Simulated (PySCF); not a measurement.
## How methods differ on the excitation energy of Nb(2+)

Nb(2+) [Kr] 4d3 (4F) → Nb(2+) [Kr] 4d2 5p1 (high-spin determinant), as a difference of total energies. Calculation: PySCF 2.14, in ANO-RCC-VTZP; the spin-free X2C one-electron Hamiltonian (Gaussian nucleus). Correlated levels: valence: [Kr] frozen; valence and next inner shell: [Ar] 3d10 frozen. The calculations carry no spin-orbit coupling.

```csv
method,excitation energy (eV)
UHF,8.016
LDA,8.078
PBE,8.094
PBE0,8.242
r2SCAN,8.315
B3LYP,8.078
M06-2X,8.024
M06-L,8.751
MP2 (valence),8.148
SCS-MP2 (valence),8.060
MP2 (valence and next inner shell),8.306
SCS-MP2 (valence and next inner shell),8.239
```

How much does correlation contribute at MP2 (valence and next inner shell)?

8.306 − (8.016) = 0.290 eV, measured against UHF.

A first-order spin-orbit estimate (lowest level to lowest level, LS coupling) adds -0.089 eV.

The basis was made for the ground configuration and has no added diffuse functions, so the excitation energy can come out too high.

The determinant of the upper state mixes LS terms, which raises its energy above the lowest term, most at the Hartree-Fock and MP2 levels.
